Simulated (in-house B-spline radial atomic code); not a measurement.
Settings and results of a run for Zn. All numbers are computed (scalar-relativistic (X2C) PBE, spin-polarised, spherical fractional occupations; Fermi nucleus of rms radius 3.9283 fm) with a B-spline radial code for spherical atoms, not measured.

Command:
```bash
python run_scf.py task.json out
```
Settings (nuclear radius in fm, mass in u):
```
Z                30
configuration    [Ar] 3d10 4s2
hamiltonian      x2c
method           pbe,pbe
spin_polarised   True
nucleus          fermi
rms_radius       3.9283
atomic_mass      63.92914
speed_of_light   137.035999084
```

Output (hartree, bohr):
```
 radial grid: 78 intervals, B-splines of order 8, outer radius 50 bohr

 iter        energy (Eh)    residual
    1       -1795.084182    3.49e-01
    2       -1795.578359    8.13e-02
    3       -1795.650771    4.17e-02
    4       -1795.682764    3.81e-02
    5       -1795.311689    1.05e-01
    6       -1795.727138    9.40e-03
    7       -1795.731247    6.18e-04
    8       -1795.731258    7.53e-05
    9       -1795.731258    1.36e-06
   10       -1795.731258    1.45e-07

 total energy                     -1795.73126
 kinetic                            1828.8518
 electron-nucleus                  -4332.3011
 Hartree                             779.4961
 exchange-correlation                -71.7780

 orbital      occ     eigenvalue          <r>       <r^2>       <1/r>       r_max
 1s up      1.000      -349.7180    0.0499475  0.00336879     30.7622      0.0325
 1s down    1.000      -349.7180    0.0499475  0.00336879     30.7622      0.0325
 2s up      1.000       -42.5315     0.225932   0.0602922     6.67253      0.1892
 2s down    1.000       -42.5315     0.225932   0.0602922     6.67253      0.1892
 2p up      3.000       -36.8663     0.198163   0.0481694     6.46973       0.152
 2p down    3.000       -36.8663     0.198163   0.0481694     6.46973       0.152
 3s up      1.000        -4.7454        0.681    0.536251     2.10345      0.5882
 3s down    1.000        -4.7454        0.681    0.536251     2.10345      0.5882
 3p up      3.000        -3.0627     0.713339     0.60172     1.93647      0.5923
 3p down    3.000        -3.0627     0.713339     0.60172     1.93647      0.5923
 3d up      5.000        -0.3728     0.911554     1.13242     1.50988      0.5663
 3d down    5.000        -0.3728     0.911554     1.13242     1.50988      0.5663
 4s up      1.000        -0.2196      2.65542     8.29815    0.492614       2.092
 4s down    1.000        -0.2196      2.65542     8.29815    0.492614       2.092
```

Run time, properties included: 0.36 s on 1 thread of Arm Neoverse V1, on a shared host.

One-electron X2C: radii and densities carry no picture-change correction, so inner-shell <1/r> comes out high (for 1s by about 2 % at Z = 33, 5 % at 54, 10 % at 75, 30 % at 118) and <r> low.
